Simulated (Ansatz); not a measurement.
Program: Ansatz. Geometries: PBE0-D4/def2-TZVP. ΔE: electronic, gas phase. CBS: MP2 limit from def2 TZ/QZ plus the TZ coupled-cluster correction, frozen cores. This one scheme is used for every species. Double bonds are as drawn, so ΔE can hold a change between cis and trans. DFT in def2-TZVPP. B3LYP here is the variant with VWN-RPA as its local correlation; programs differ in this. HSE06 is defined as in plane-wave codes. Each species was taken in one conformer, which may not be the lowest.

Consider the substitution at a C–Al bond: `O/C=C(/O)[CH2][AlH2]` + H–F → `O/C=C(/O)CF` + `[AlH3]`.

```csv
level,ΔE (kJ/mol),difference from CCSD(T)/CBS
B3LYP-D4,88.6,-17.9
HSE06-D4,111.8,5.3
ωB97X-V,91.7,-14.8
revPBE,96.7,-9.8
B3LYP,76.9,-29.6
RPA@PBE/def2-TZVPP,90.2,-16.3
HF/def2-TZVPP,46.0,-60.5
CCSD(T)/def2-TZVPP,101.7,-4.8
SCS-MP2/def2-QZVPP,100.7,-5.8
CCSD/CBS(def2),97.8,-8.7
CCSD(T)/CBS,106.5,0
```

Largest T1 diagnostic among the species: 0.013.

The D4 term adds +11.7 kJ/mol with B3LYP and +6.1 kJ/mol with PBE0; it sums over pairs of atoms, weighted by their polarisabilities, and B3LYP, whose exchange is more repulsive, gets the larger term. In def2-TZVPP, CCSD(T) changes the Hartree–Fock value by +55.7 kJ/mol (the triples alone add +8.7 kJ/mol) and MP2 by +74.2 kJ/mol.
